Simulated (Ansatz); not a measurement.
`[Cl][Sn]([Br])([Br])[Br]`, charge 0, multiplicity 1.

Give a relaxed structure at PBE0-D4/def2-TZVP (the Gaussian-basis code of Ansatz). (Estimate.)

Ansatz gave: 
Cartesian coordinates in Å:
```
Cl -1.631 -0.248 1.619
Sn -0.010 -0.002 0.010
Br 1.901 -1.405 0.594
Br -0.927 -0.689 -2.146
Br 0.667 2.343 -0.077
```
Point group C3v.
